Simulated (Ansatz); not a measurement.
Geometry optimisation of the cluster SnO2.

```yaml
crystal:
  periodic: [false, false, false]
  atoms:
    - {symbol: Sn, position_ang: [1.023320, 0.001530, 0.200780]}
    - {symbol: O, position_ang: [-0.579550, 1.497000, 0.234250]}
    - {symbol: O, position_ang: [-0.443760, -1.498530, -0.435040]}
basis:
  gaussian: {orbitals: def2-TZVP}
hamiltonian: {xc: {name: B3LYP}, dispersion: d4}
scf: {lower_state_search: "off"}
output: {orbitals: {seedname: orbitals}}
relax: {f_tol: 0.02, max_steps: 100}
```

```sh
$ ansatz run in.yaml --threads 2 --pin off --events-out ev --progress --plain --max-ram 4352MiB
```

Output, abridged:

```
Functional definition: B3LYP
mean field -9923.29745692 eV, -364.6744552891 hartree, gradient 4.4e-6 eV, S^2 0.000000; 0 other end points of the search recorded, 0 dependent functions left out
relax step   1: F+E_penalty+E_count = -9923.38961443 eV  Δ(F+E_penalty+E_count) = +0.000e0 eV  max|allowed force component| = 5.908e0 eV/Å  Δτ_max = 0.0000 Å  (25 SCF iters, accepted)
mean field -9924.92815860 eV, -364.7343824707 hartree, gradient 2.2e-6 eV, S^2 0.000000; 0 other end points of the search recorded, 0 dependent functions left out
relax step   2: F+E_penalty+E_count = -9925.02188242 eV  Δ(F+E_penalty+E_count) = -1.632e0 eV  max|allowed force component| = 4.533e0 eV/Å  Δτ_max = 0.1916 Å  (28 SCF iters, accepted)
mean field -9925.83984311 eV, -364.7678862584 hartree, gradient 1.1e-6 eV, S^2 0.000000; 0 other end points of the search recorded, 0 dependent functions left out
relax step   3: F+E_penalty+E_count = -9925.93184391 eV  Δ(F+E_penalty+E_count) = -9.100e-1 eV  max|allowed force component| = 3.381e0 eV/Å  Δτ_max = 0.2000 Å  (31 SCF iters, accepted)
mean field -9926.25644220 eV, -364.7831959925 hartree, gradient 1.6e-6 eV, S^2 0.000000; 0 other end points of the search recorded, 0 dependent functions left out
relax step   4: F+E_penalty+E_count = -9926.35117179 eV  Δ(F+E_penalty+E_count) = -4.193e-1 eV  max|allowed force component| = 3.114e0 eV/Å  Δτ_max = 0.1984 Å  (28 SCF iters, accepted)
mean field -9926.84485300 eV, -364.8048196907 hartree, gradient 1.1e-6 eV, S^2 0.000000; 0 other end points of the search recorded, 0 dependent functions left out
relax step   5: F+E_penalty+E_count = -9926.93651956 eV  Δ(F+E_penalty+E_count) = -5.853e-1 eV  max|allowed force component| = 7.005e-1 eV/Å  Δτ_max = 0.1897 Å  (29 SCF iters, accepted)
mean field -9927.01342158 eV, -364.8110144717 hartree, gradient 1.8e-6 eV, S^2 0.000000; 0 other end points of the search recorded, 0 dependent functions left out
relax step   6: F+E_penalty+E_count = -9927.10415338 eV  Δ(F+E_penalty+E_count) = -1.676e-1 eV  max|allowed force component| = 2.218e-1 eV/Å  Δτ_max = 0.2000 Å  (27 SCF iters, accepted)
mean field -9927.02434626 eV, -364.8114159463 hartree, gradient 1.5e-6 eV, S^2 0.000000; 0 other end points of the search recorded, 0 dependent functions left out
relax step   7: F+E_penalty+E_count = -9927.11518511 eV  Δ(F+E_penalty+E_count) = -1.103e-2 eV  max|allowed force component| = 4.038e-2 eV/Å  Δτ_max = 0.0607 Å  (22 SCF iters, accepted)
mean field -9927.02437696 eV, -364.8114170744 hartree, gradient 1.9e-6 eV, S^2 0.000000; 0 other end points of the search recorded, 0 dependent functions left out
relax step   8: F+E_penalty+E_count = -9927.11524847 eV  Δ(F+E_penalty+E_count) = -6.336e-5 eV  max|allowed force component| = 1.947e-4 eV/Å  Δτ_max = 0.0024 Å  (24 SCF iters, accepted)
Total energy: -9927.11545956 eV, -364.8147642982 hartree
Atom 0 at     0.000062     0.000000     0.000008 Å, force    -0.000195    -0.000023    -0.000044 eV/Å
Atom 1 at    -0.080179     1.768361     0.395097 Å, force     0.000104    -0.000140    -0.000012 eV/Å
Atom 2 at     0.080126    -1.768361    -0.395115 Å, force     0.000090     0.000163     0.000056 eV/Å
Dipole moment:     0.000086     0.000001     0.000017 e Å
Checks for a lower state left out: stability, starts, cluster_reference, orbital_swaps, neighbouring_geometries, increment
```

Hardware: 2 threads of Arm Neoverse V2 on a shared host. Wall time 8 s.

In the def2 sets Sn takes a core potential; there is no spin–orbit coupling. The structure comes from a short search, and lower isomers may exist.
